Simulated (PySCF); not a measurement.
# Working out the ionisation energy of Zn

Zn [Ar] 3d10 4s2 (1S) → Zn⁺ [Ar] 3d10 4s1 (2S). Computed with PySCF 2.14 in x2c-TZVPPall with one added diffuse shell each of s, p, d, f type (7s6p5d3f1g, 80 functions), with the spin-free X2C one-electron Hamiltonian (Gaussian nucleus). Frozen: [Ar]. Energies in hartree (1 hartree = 27.21139 eV):

| part | Zn (lower) | Zn⁺ (upper) |
| --- | --- | --- |
| UHF | -1794.254347 | -1793.968107 |
| CCSD correlation | -0.466306 | -0.414580 |
| (T) | -0.016902 | -0.012046 |

Question: What does Hartree-Fock give?

Answer: (-1793.968107) − (-1794.254347) = 0.286240 hartree = 7.789 eV.

Question: What do CCSD and CCSD(T) give?

Answer: The CCSD correlation energies differ by 0.051726 hartree = 1.408 eV and the triples by 0.004856 hartree = 0.132 eV, so CCSD gives 9.197 eV and CCSD(T) 9.329 eV.

Measured between the centres of the two terms (NIST): 9.394 eV, so CCSD(T) (valence) is off by -0.065 eV.

What remains against the reference includes basis incompleteness, the frozen core and higher excitations.
